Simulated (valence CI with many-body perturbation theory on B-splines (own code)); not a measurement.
## E1 transitions of Br21+

Method: configuration interaction combined with many-body perturbation theory (CI+MBPT): four valence electrons over a frozen Dirac-Fock core [Ne], a basis of 11 s, 11 p, 10 d, 8 f, 5 g, 2 h functions for each j, with the one-electron correlation potential Σ1, the two-electron term Σ2, the three-electron term Σ3, Breit, model QED; selected CI, second order for the rest, scaled by the run's own slope (own B-spline code, finite nucleus).

No measured levels were compared; by estimate levels of excited configurations hold to 0.05 to 0.15 % of their energy, terms of the ground configuration to about 0.5 %. Among the levels kept, up to 800 cm⁻¹ of a level comes from second order outside the variational space, and about a tenth of that is noise between levels of different J, which matters for small intervals.

Lines 1 to 50 of 571 in falling wavelength, among levels below 258.08 eV, chosen from the strongest by gf and those to the six lowest levels. Wavelengths and rates use the calculated energies, so an error of 300 cm⁻¹ moves a line at 366.4 Å by 0.11 % and its rate by three times that or more. Electric multipoles are in the length gauge, E1 and E2 with the static RPA response of the core. Weak lines are less certain than strong ones. Lines between different terms over intervals too small for the method are left out, as are lines whose strength nearly cancels. Where a level lies close to another of its J and parity, the split of strength between their lines is uncertain. The highest levels of a list are the least certain.

Names give the largest LS component (configuration and term), which can be under half, so a name can repeat, a term be missing and a line seem to break the LS rules; names also repeat where a configuration has a term twice. Letters in brackets count levels of one name in rising energy.

| λ vac (Å) | Upper | Lower | A (s⁻¹) | log gf | Branch % |
| --- | --- | --- | --- | --- | --- |
| 366.4 | 3s 3p3 5S°_2 | 3s2 3p2 1D_2 | 1.05e+07 | -2.98 | 2.9 |
| 322.9 | 3s 3p3 3D°_1 | 3s2 3p2 1S_0 | 2.13e+07 | -3.00 | 0.3 |
| 287.0 | 3p3 3d 3G°_5 | 3s 3p2 3d 3F_4 [c] | 2.86e+09 | -0.41 | 14.9 |
| 283.1 | 3s 3p3 5S°_2 | 3s2 3p2 3P_2 | 1.57e+08 | -2.03 | 42.9 |
| 276.8 | 3p3 3d 3F°_4 [a] | 3s 3p2 3d 3D_3 [b] | 9.64e+08 | -1.00 | 3.1 |
| 265.5 | 3s 3p3 3D°_1 | 3s2 3p2 1D_2 | 2.47e+08 | -2.11 | 3.5 |
| 264.7 | 3s 3p3 5S°_2 | 3s2 3p2 3P_1 | 1.99e+08 | -1.98 | 54.3 |
| 261.0 | 3s 3p3 3D°_2 | 3s2 3p2 1D_2 | 4.86e+07 | -2.61 | 1.1 |
| 258.4 | 3p3 3d 3G°_4 | 3s 3p2 3d 3F_3 [c] | 1.69e+09 | -0.82 | 6.7 |
| 247.8 | 3p3 3d 3F°_2 [a] | 3s 3p2 3d 3F_2 [b] | 2.95e+09 | -0.87 | 12.2 |
| 246.3 | 3s 3p3 3D°_3 | 3s2 3p2 1D_2 | 9.61e+08 | -1.21 | 29.3 |
| 246.2 | 3s 3p3 3P°_1 | 3s2 3p2 1S_0 | 2.46e+08 | -2.17 | 1.8 |
| 226.2 | 3p3 3d 3F°_4 [b] | 3s 3p2 3d 3D_3 [d] | 2.87e+09 | -0.70 | 5.5 |
| 224.3 | 3s 3p 3d2 3G°_5 | 3s2 3d2 3F_4 | 1.37e+09 | -0.95 | 1.7 |
| 220.4 | 3p3 3d 3P°_1 [a] | 3s 3p2 3d 3P_2 [b] | 5.47e+09 | -0.92 | 7.9 |
| 218.8 | 3s 3p3 3D°_1 | 3s2 3p2 3P_2 | 3.78e+08 | -2.09 | 5.3 |
| 218.0 | 3p4 1D_2 | 3s 3p3 3P°_2 [b] | 4.20e+09 | -0.83 | 37.6 |
| 216.4 | 3p3 3d 3G°_4 | 3s 3p2 3d 3G_5 | 2.36e+09 | -0.83 | 9.4 |
| 215.8 | 3s 3p3 3D°_2 | 3s2 3p2 3P_2 | 6.77e+07 | -2.63 | 1.6 |
| 215.3 | 3p3 3d 3G°_3 | 3s 3p2 3d 3G_4 | 2.36e+09 | -0.94 | 9.6 |
| 213.4 | 3p3 3d 3P°_2 [b] | 3s 3p2 3d 3D_3 [c] | 3.01e+09 | -0.99 | 7.4 |
| 212.0 | 3p3 3d 1F°_3 | 3s 3p2 3d 3P_2 [c] | 2.10e+09 | -1.00 | 2.0 |
| 211.3 | 3s 3p3 3P°_2 [a] | 3s2 3p2 1D_2 | 4.25e+08 | -1.85 | 4.2 |
| 211.3 | 3s 3p3 3P°_1 | 3s2 3p2 1D_2 | 2.69e+07 | -3.27 | 0.2 |
| 210.8 | 3p3 3d 3G°_4 | 3s 3p2 3d 3D_3 [a] | 1.77e+09 | -0.97 | 7.0 |
| 210.2 | 3p3 3d 3G°_5 | 3s 3p2 3d 3G_5 | 6.70e+09 | -0.31 | 34.9 |
| 210.1 | 3p3 3d 3G°_3 | 3s 3p2 3d 3F_2 [b] | 2.27e+09 | -0.98 | 9.3 |
| 210.0 | 3p3 3d 3F°_4 [b] | 3s 3p2 3d 3F_4 [c] | 4.60e+09 | -0.56 | 8.8 |
| 209.4 | 3s 3p 3d2 3F°_3 [b] | 3s 3p2 3d 1D_2 [b] | 5.35e+09 | -0.61 | 6.2 |
| 208.2 | 3p3 3d 3G°_3 | 3s 3p2 3d 3G_3 | 2.94e+09 | -0.87 | 12.0 |
| 207.7 | 3s 3p3 3D°_1 | 3s2 3p2 3P_1 | 5.93e+07 | -2.94 | 0.8 |
| 207.3 | 3p3 3d 3G°_4 | 3s 3p2 3d 3G_4 | 3.30e+09 | -0.72 | 13.1 |
| 205.6 | 3s 3p3 3D°_3 | 3s2 3p2 3P_2 | 2.32e+09 | -0.99 | 70.7 |
| 205.0 | 3s 3p3 3D°_2 | 3s2 3p2 3P_1 | 4.12e+09 | -0.89 | 97.2 |
| 202.3 | 3p3 3d 1D°_2 | 3s 3p2 3d 1F_3 [a] | 4.87e+09 | -0.83 | 14.8 |
| 201.5 | 3p3 3d 5D°_1 | 3s 3p2 3d 5P_1 | 6.41e+09 | -0.93 | 9.6 |
| 200.7 | 3p3 3d 3D°_1 [c] | 3s 3p2 3d 3D_1 [e] | 5.77e+09 | -0.98 | 3.7 |
| 200.6 | 3p3 3d 1G°_4 | 3s 3p2 3d 1F_3 [a] | 5.84e+09 | -0.50 | 14.9 |
| 200.3 | 3p3 3d 3F°_2 [a] | 3s 3p2 3d 3F_3 [a] | 3.48e+09 | -0.98 | 14.4 |
| 199.5 | 3p3 3d 3P°_2 [b] | 3s 3p2 3d 3S_1 | 3.90e+09 | -0.93 | 9.5 |
| 198.9 | 3p4 3P_2 | 3s 3p3 3D°_3 | 8.91e+09 | -0.58 | 52.1 |
| 197.2 | 3p3 3d 1G°_4 | 3s 3p2 3d 1G_4 | 1.30e+10 | -0.17 | 32.9 |
| 195.7 | 3s 3p3 3S°_1 | 3s2 3p2 1S_0 | 1.16e+09 | -1.70 | 1.0 |
| 195.4 | 3p3 3d 3D°_2 [a] | 3s 3p2 3d 5P_2 | 4.86e+09 | -0.86 | 10.2 |
| 194.0 | 3p3 3d 1G°_4 | 3s 3p2 3d 3D_3 [a] | 4.82e+09 | -0.61 | 12.2 |
| 193.5 | 3p3 3d 5D°_4 | 3s 3p2 3d 5P_3 | 2.97e+09 | -0.82 | 5.8 |
| 193.4 | 3p4 1D_2 | 3s 3p3 3P°_2 [a] | 3.61e+09 | -0.99 | 32.4 |
| 193.2 | 3s 3p2 3d 3D_3 [b] | 3s2 3p 3d 3P°_2 [b] | 4.14e+09 | -0.79 | 5.9 |
| 192.0 | 3p3 3d 3D°_2 [a] | 3s 3p2 3d 5P_3 | 4.23e+09 | -0.93 | 8.9 |
| 191.8 | 3s 3p2 3d 1D_2 [b] | 3s2 3p 3d 1P°_1 | 3.79e+09 | -0.98 | 3.5 |

(1) How does gf follow from A for the line at 195.4 Å?

Answers

(1) gf = 1.4992 × (2J+1)_upper × A / σ², with σ = 511805 cm⁻¹ and 2J+1 = 5: gf = 0.139.
